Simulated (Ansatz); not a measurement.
`C[SiH2]N[SiH](O)O` at its PBE0-D4/def2-TZVP geometry, where that method's forces vanish. Charge 0, multiplicity 1.

```xyz
15

C     2.2865   -0.6425   -1.1436
Si    0.4435   -0.5276   -0.8926
N     0.1097    0.1799    0.6504
Si   -1.3543    0.8628    1.2347
O    -2.3493    1.0349   -0.0584
O    -2.1403   -0.0375    2.3481
H     2.7527    0.3442   -1.0934
H     2.5126   -1.0778   -2.1201
H     2.7463   -1.2794   -0.3831
H    -0.1608   -1.8821   -1.0475
H    -0.1724    0.3327   -1.9461
H     0.8597    0.1120    1.3250
H    -1.0765    2.1276    1.9462
H    -1.9628    1.3348   -0.8832
H    -2.4944   -0.8821    2.0637
```

(1) What forces (eV/Å) does r2SCAN-D4/def2-TZVPP give on these atoms in the Gaussian-basis code of Ansatz? (Best estimate.)

## Answers

(1) Ansatz gave: 
```
C1  -0.015 -0.008 -0.016
Si2 -0.003 -0.008 -0.031
N3   0.005  0.010 -0.008
Si4  0.031  0.059  0.017
O5  -0.039 -0.008 -0.021
O6  -0.030  0.004  0.052
H7   0.001 -0.027 -0.001
H8   0.014  0.011  0.028
H9   0.001  0.016 -0.019
H10  0.005  0.014 -0.005
H11  0.005 -0.013  0.014
H12  0.038 -0.008  0.025
H13 -0.009 -0.031 -0.007
H14  0.002  0.013 -0.024
H15 -0.008 -0.024 -0.004
```
